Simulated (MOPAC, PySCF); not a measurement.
HBr₂Ga, SMILES `[Br][GaH][Br]`, neutral singlet in the gas phase. 

Cartesian coordinates (Å):
```xyz
4

Br     1.9040    -0.9979    -0.2511
Ga     0.0024     0.2172     0.0686
Br    -1.9174    -0.9762     0.3595
H      0.0138     1.7637     0.0864
```
Charge 0, spin multiplicity 1.

All levels are single points at this geometry (TPSSh-D3(BJ)/def2-TZVP); Pople sets use spherical d functions. Orbital energies aren't observables, and empty levels follow the basis.

| level | HOMO (eV) | LUMO (eV) | gap (eV) | dipole (D) | vertical IE, Delta-SCF (eV) |
|---|---|---|---|---|---|
| PBE-D3(BJ)/def2-TZVP in PySCF | -7.24 | -2.63 | 4.60 | 1.33 | – |
| TPSSh-D3(BJ)/def2-TZVP in PySCF | -7.85 | -2.20 | 5.65 | 1.39 | – |
| B3LYP/6-311+G** (LANL2DZ on Br, Ga) in PySCF | -8.32 | -2.26 | 6.06 | 1.95 | – |
| PBE/6-31G* in PySCF | -7.18 | -2.65 | 4.53 | 1.37 | – |
| SVWN5/6-31G* in PySCF | -7.32 | -2.92 | 4.40 | 1.43 | – |
| HF/STO-3G in PySCF | -8.00 | 3.96 | 11.96 | 1.55 | – |
| PM3 in MOPAC | -13.15 | -4.12 | 9.04 | 5.69 | – |
| PM6 in MOPAC | -10.96 | -1.43 | 9.54 | 1.56 | – |
| PM7 in MOPAC | -10.54 | -0.79 | 9.75 | 2.96 | – |
